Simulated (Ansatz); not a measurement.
Reactions of CH8O2Si2 (`C[Si](O)(O)[SiH3]`).

Gas-phase electronic energies from Ansatz, PBE0-D4/def2-TZVP geometries. CCSD(T)/CBS adds triple-zeta CCSD(T) − MP2 to the extrapolated MP2 energy (def2 sets, frozen cores). This one scheme is used for every species. Functionals use def2-TZVPP. def2 core potentials past Kr. For Cd, Ga, Ge, Sn outer-core shells are correlated without core-valence functions, which leaves a few kJ/mol of doubt a bond. Scalar relativity is left out up to krypton. One conformer a species, not always the lowest.

```csv
reaction,PBE0-D4 (kJ/mol)
`C[Si](O)(O)[SiH3]` + `C[O][GeH2][OH]` → `C[Si](C)(O)O` + `[OH][GeH2][O][SiH3]`,-205
`C[Si](O)(O)[SiH3]` + `[SnH4]` → `[SiH3][SnH3]` + `C[SiH](O)O`,-40
`C[Si](O)(O)[SiH3]` + `[SH][Cd][SH]` → `C[Si](O)([SiH3])S` + `[OH][Cd][SH]`,114
`C[Si](O)(O)[SiH3]` + `[OH][Ga]([OH])[OH]` → `[OH][Ga]([OH])[O][SiH3]` + `C[SiH](O)O`,-97
`C[Si](O)(O)[SiH3]` + `F[CH2][AlH][SiH3]` → `C[SiH](O)O` + `F[CH]([SiH3])[AlH][SiH3]`,-1
`C[Si](O)(O)[SiH3]` + `[CH3][AlH][S][SiH3]` → `[SiH3][AlH][S][SiH3]` + `C[Si](C)(O)O`,-26
`C[Si](O)(O)[SiH3]` + `CB(C)C` → `CB(C)C[SiH3]` + `C[SiH](O)O`,-21
`C[Si](O)(O)[SiH3]` + `F[SiH2]Cl` → `C[SiH](F)Cl` + `O[SiH](O)[SiH3]`,-13
```

Q: Give the CCSD(T)/CBS values in the same order. (An estimate is asked.)

A: Ansatz gave: -225, -48, 116, -115, -9, -25, -30, -11 kJ/mol.

Largest T1 diagnostic: 0.015, for `[OH][Cd][SH]`.
